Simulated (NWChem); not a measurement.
The numbers come from NWChem runs, not from measurements. System: AgCl, charge 0, spin multiplicity 1, at a geometry optimised with PBE/def2-SVP with def2 effective core potentials on Ag. The structure started from a generated list of species. Level: CCSD(T)/def2-TZVP with def2 effective core potentials on Ag, 9 core orbitals frozen.

The NWChem input:

```
start mol
memory heap 100 mb stack 700 mb global 1900 mb
geometry units angstroms nocenter noautoz
  Ag     0.000000     0.000000    -0.611161
  Cl     0.000000     0.000000     1.689679
  symmetry group C2v
end
basis spherical
  * library def2-tzvp
end
ecp
  Ag library def2-ecp
end
scf
  rhf
  nopen 0
  maxiter 100
  thresh 1e-7
  semidirect memsize 60000000 filesize 0
end
tce
  freeze core 9
  ccsd(t)
  2eorb
  2emet 13
  thresh 1e-6
  maxiter 100
  tilesize 24
end
task tce energy
```

NWChem printed:

```
             Northwest Computational Chemistry Package (NWChem) 7.3.0
             --------------------------------------------------------

                                NWChem Input Module
                                -------------------

 Scaling coordinates for geometry "geometry" by  1.889725989
 (inverse scale =  0.529177249)

 Turning off AUTOSYM since
 SYMMETRY directive was detected!

                             Geometry "geometry" -> ""
                             -------------------------

 Output coordinates in angstroms (scale by  1.889725989 to convert to a.u.)

  No.       Tag          Charge          X              Y              Z
 ---- ---------------- ---------- -------------- -------------- --------------
    1 Ag                  47.0000     0.00000000     0.00000000    -0.61116100
    2 Cl                  17.0000     0.00000000     0.00000000     1.68967900

 Effective nuclear repulsion energy (a.u.)     183.7644607842

            Nuclear Dipole moment (a.u.)
            ----------------------------
        X                 Y               Z
 ---------------- ---------------- ----------------
     0.0000000000     0.0000000000    -0.0000453534

      Symmetry information
      --------------------

 Group name             C2v
 Group number             16
 Group order               4
 No. of unique centers     2

      Symmetry unique atoms

     1    2


 Summary of "ao basis" -> "" (spherical)
 ------------------------------------------------------------------------------
       Tag                 Description            Shells   Functions and Types
 ---------------- ------------------------------  ------  ---------------------
 *                         def2-tzvp                  on all atoms

 Summary of "ao basis" -> "ao basis" (spherical)
 ------------------------------------------------------------------------------
       Tag                 Description            Shells   Functions and Types
 ---------------- ------------------------------  ------  ---------------------
 Ag                        def2-tzvp                14       40   6s4p3d1f
 Cl                        def2-tzvp                13       37   5s5p2d1f

                                 NWChem SCF Module
                                 -----------------

  ao basis        = "ao basis"
  functions       =    77
  atoms           =     2
  closed shells   =    18
  open shells     =     0
  charge          =   0.00
  wavefunction    = RHF
  use symmetry    = T
  symmetry adapt  = T

 Summary of "ao basis" -> "ao basis" (spherical)
 ------------------------------------------------------------------------------
       Tag                 Description            Shells   Functions and Types
 ---------------- ------------------------------  ------  ---------------------
 Ag                        def2-tzvp                14       40   6s4p3d1f
 Cl                        def2-tzvp                13       37   5s5p2d1f

      Symmetry analysis of basis
      --------------------------

        a1         34
        a2          7
        b1         18
        b2         18

 Forming initial guess at       0.0s

      Superposition of Atomic Density Guess
      -------------------------------------

 Sum of atomic energies:        -627.21072599

      Non-variational initial energy
      ------------------------------

 Total energy =    -605.275328
 1-e energy   =   -1041.901784
 2-e energy   =     362.338696
 HOMO         =      -0.436755
 LUMO         =      -0.180583
[...]

 Vector   21  Occ=0.000000D+00  E= 6.431501D-02  Symmetry=b2
              MO Center= -1.3D-31,  6.2D-16, -7.8D-01, r^2= 8.8D+00
   Bfn.  Coefficient  Atom+Function         Bfn.  Coefficient  Atom+Function
  ----- ------------  ---------------      ----- ------------  ---------------
    17      1.067455  1 Ag py                59     -0.251700  2 Cl py

 center of mass
 --------------
 x =   0.00000000 y =   0.00000000 z =  -0.08324966

 moments of inertia (a.u.)
 ------------------
         498.135637850487           0.000000000000           0.000000000000
           0.000000000000         498.135637850487           0.000000000000
           0.000000000000           0.000000000000           0.000000000000

  Mulliken analysis of the total density
  --------------------------------------

    Atom       Charge   Shell Charges
 -----------   ------   -------------------------------------------------------
    1 Ag  19    18.36   0.03 -0.40  1.57  0.79  0.23  0.02  5.20  0.80  0.11  0.04  5.91  3.28  0.78  0.00
    2 Cl  17    17.64   2.01  0.45  1.52  1.06  0.93  4.18  1.69  1.07  2.83  1.88  0.00  0.01  0.00

       Multipole analysis of the density wrt the origin
       ------------------------------------------------

     L   x y z        total         open         nuclear
     -   - - -        -----         ----         -------
     0   0 0 0     -0.000000      0.000000     36.000000

     1   1 0 0     -0.000000      0.000000      0.000000
     1   0 1 0     -0.000000      0.000000      0.000000
     1   0 0 1     -2.823416      0.000000     32.337906

     2   2 0 0    -23.024004      0.000000      0.000000
     2   1 1 0      0.000000      0.000000      0.000000
     2   1 0 1     -0.000000      0.000000      0.000000
     2   0 2 0    -23.024004      0.000000      0.000000
     2   0 1 1     -0.000000      0.000000      0.000000
     2   0 0 2    -25.794474      0.000000    198.665788

                   NWChem Extensible Many-Electron Theory Module
                   ---------------------------------------------


            General Information
            -------------------
      Number of processors :     1
         Wavefunction type : Restricted Hartree-Fock
          No. of electrons :    36
           Alpha electrons :    18
            Beta electrons :    18
           No. of orbitals :   154
            Alpha orbitals :    77
             Beta orbitals :    77
        Alpha frozen cores :     9
         Beta frozen cores :     9
     Alpha frozen virtuals :     0
      Beta frozen virtuals :     0
         Spin multiplicity : singlet
    Number of AO functions :    77
       Number of AO shells :    27
        Use of symmetry is : on
      Symmetry adaption is : on
         Schwarz screening : 0.10D-09

          Correlation Information
          -----------------------
          Calculation type : Coupled-cluster singles & doubles w/ perturbation
   Perturbative correction : (T)
            Max iterations :      100
        Residual threshold : 0.10D-05
     T(0) DIIS level shift : 0.00D+00
     L(0) DIIS level shift : 0.00D+00
     T(1) DIIS level shift : 0.00D+00
     L(1) DIIS level shift : 0.00D+00
     T(R) DIIS level shift : 0.00D+00
     T(I) DIIS level shift : 0.00D+00
   CC-T/L Amplitude update :  5-th order DIIS
                I/O scheme : Global Array Library
        L-threshold :  0.10D-05
        EOM-threshold :  0.10D-05
 no EOMCCSD initial starts read in
 TCE RESTART OPTIONS
 SLICE:      F
 D4D5:       F
 quantumc:   F
 qrotation:  F
 pwtce:      F
 qducc:      F
 nacto:                         0
 nrotv:                         0
 nrot:                          0

            Memory Information
            ------------------
          Available GA space size is     249030871 doubles
          Available MA space size is     104838652 doubles

 Maximum block size supplied by input
 Maximum block size        24 doubles

 tile_dim =     14

 -------------------------------------------------

 Global array virtual files algorithm will be used

 Parallel file system coherency ......... OK

 4-electron integrals stored in orbital form

 v2    file size   =          1203262
 4-index algorithm nr.  13 is used
 imaxsize =       30
 imaxsize ichop =        0


CCSD iterations
 ---------------------------------------------------------
 Iter          Residuum       Correlation     Cpu    Wall
 ---------------------------------------------------------
    1   0.1462391470559  -0.4823768421446     0.2     0.2
    2   0.0311575370824  -0.4763187724744     0.2     0.2
    3   0.0098356806764  -0.4826391109296     0.3     0.3
    4   0.0050601025204  -0.4831658414162     0.2     0.2
    5   0.0026597711580  -0.4836129770508     0.3     0.3
    6   0.0015690801127  -0.4837855900856     0.2     0.2
    7   0.0011783501662  -0.4838526188738     0.2     0.2
    8   0.0006789375581  -0.4838732928330     0.3     0.3
    9   0.0005502541234  -0.4838767453070     0.2     0.2
   10   0.0003533918080  -0.4838897843899     0.2     0.2
   11   0.0000557637262  -0.4839069810756     0.2     0.2
   12   0.0000290086363  -0.4839140021356     0.2     0.2
   13   0.0000140315007  -0.4839138389066     0.2     0.2
   14   0.0000096259103  -0.4839141996994     0.3     0.3
   15   0.0000053879149  -0.4839140517795     0.2     0.2
   16   0.0000014949868  -0.4839139767468     0.3     0.3
   17   0.0000008731314  -0.4839140017757     0.2     0.2
 -----------------------------------------------------------------
 Iterations converged
 CCSD correlation energy / hartree =        -0.483914001775683
 CCSD total energy / hartree       =      -606.155620356880490

 Singles contributions

 Doubles contributions
 CCSD(T)
 Using plain CCSD(T) code
             total no. of tasks          925
 total no. of tasks / no. procs          925
                         wl_min          216           2.4
                         wl_max       163072           7.4
        thresh for no. of tasks          925

 CCSD[T]  correction energy / hartree =        -0.014690175426416
 CCSD[T] correlation energy / hartree =        -0.498604177202100
 CCSD[T] total energy / hartree       =      -606.170310532306871
 CCSD(T)  correction energy / hartree =        -0.014208981224779
 CCSD(T) correlation energy / hartree =        -0.498122983000463
 CCSD(T) total energy / hartree       =      -606.169829338105274

 Task  times  cpu:        9.6s     wall:        9.6s

 Total times  cpu:        9.7s     wall:        9.7s
```
